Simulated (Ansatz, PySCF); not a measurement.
B(Br)2(Me) (CH3BBr2), SMILES CB(Br)Br. Atoms are numbered in the order given.

```xyz
7

B     -0.3895     0.3881    -0.3398
Br     1.4758     0.2431    -0.7862
Br    -1.0554    -0.6536     1.1336
C     -1.3462     1.2839    -1.1830
H     -2.2117     1.6417    -0.6061
H     -1.7455     0.6567    -2.0036
H     -0.8284     2.1323    -1.6543
```
Charge 0, spin multiplicity 1.

Geometry optimised at B3LYP-D3(BJ)/def2-SVP.

Two levels are set side by side: PBE-D3(BJ)/def2-SVP (Ansatz, a first-principles code) and B3LYP-D3(BJ)/def2-SVP (Ansatz). Each level has its own optimised geometry; the coordinates shown are those of the second. Frequencies come from the Hessian of PySCF at each geometry. Differences are taken from unrounded values.

| quantity | B3LYP-D3(BJ) | PBE-D3(BJ) | PBE-D3(BJ) minus B3LYP-D3(BJ) |
|---|---|---|---|
| mean bond length (Å) | 1.452 | 1.457 | 0.005 |
| bond B1–Br2 (Å) | 1.923 | 1.924 | 0.001 |
| bond B1–Br3 (Å) | 1.923 | 1.924 | 0.001 |
| bond B1–C4 (Å) | 1.558 | 1.562 | 0.004 |
| bond C4–H5 (Å) | 1.100 | 1.107 | 0.007 |
| bond C4–H6 (Å) | 1.107 | 1.115 | 0.007 |
| bond C4–H7 (Å) | 1.100 | 1.107 | 0.007 |
| highest harmonic wavenumber (cm⁻¹) | 3143 | 3094 | -49 |
| mean harmonic wavenumber (cm⁻¹) | 1219 | 1189 | -30 |
| zero-point energy (kcal/mol) | 26.13 | 25.49 | -0.64 |

GGA bonds tend to be longer and softer than those of functionals with exact exchange. Differences between two approximate levels are no errors against the true value.
